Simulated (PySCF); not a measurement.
**Si²⁺: excitation energy**

Si²⁺ [Ne] 3s2 (1S) → Si²⁺ [Ne] 3s1 4s1 (3S), as a difference of total energies. All numbers are calculated (PySCF 2.14, scalar relativity by spin-free X2C-1e, in aug-cc-pCVTZ-DK (8s7p5d3f, 75 functions)). Correlated levels: valence: [Ne] frozen. The calculations carry no spin-orbit coupling.

```json
{"method": "UHF", "excitation energy (eV)": "17.848"}
{"method": "MP2 (valence)", "excitation energy (eV)": "18.602"}
{"method": "SCS-MP2 (valence)", "excitation energy (eV)": "18.856"}
{"method": "CCSD (valence)", "excitation energy (eV)": "18.843"}
```

Problem. How much does correlation contribute at MP2 (valence)?

Solution. 18.602 − (17.848) = 0.754 eV, measured against UHF.

The promoted electron is Rydberg-like, and one or two diffuse shells describe it only roughly, which tends to raise the upper state.

With two correlated electrons CCSD is exact in that space.
